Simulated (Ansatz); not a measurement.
Reaction (formal exchange of groups at the Si–O bond): `O[SiH](O)O[SiH](F)F` + `[AlH3]` → `O[SiH](O)[AlH2]` + `O[SiH](F)F`

Calculated with Ansatz (gas phase, PBE0-D4/def2-TZVP geometries, no zero-point term in ΔE). CCSD(T)/CBS is the MP2 limit (def2-TZVPP, def2-QZVPP) plus CCSD(T) − MP2 in def2-TZVPP, frozen cores. This one scheme is used for every species. Each species was taken in one conformer, which may not be the lowest.

```json
{"species": "`O[SiH](O)O[SiH](F)F`", "HF/CBS(def2) energy (Eh)": "-1004.31235"}
{"species": "`[AlH3]`", "HF/CBS(def2) energy (Eh)": "-243.65031"}
{"species": "`O[SiH](O)[AlH2]`", "HF/CBS(def2) energy (Eh)": "-683.68050"}
{"species": "`O[SiH](F)F`", "HF/CBS(def2) energy (Eh)": "-564.20860"}
```

(1) Work out ΔE.

Largest T1 diagnostic among the species: 0.013.

## Answers

(1) ΔE = (-683.68050) + (-564.20860) − (-1004.31235) − (-243.65031) = 0.07356 Eh = +193.1 kJ/mol. CCSD(T)/CBS gives +162.7 kJ/mol.

Leaving LDA and LC-ωPBE aside and taking each functional with its dispersion term where it has one, the values, not all of them listed here, spread over 46.6 kJ/mol, from PBE-D4 to BHLYP-D4. LDA lies +11.2 kJ/mol from PBE without D4. From BLYP to BHLYP (50 % exact exchange), in def2-TZVPP and without D4, ΔE moves by +29.2 kJ/mol. In def2-TZVPP, CCSD(T) changes the Hartree–Fock value by −26.7 kJ/mol (the triples alone add −4.0 kJ/mol) and MP2 by −20.1 kJ/mol.
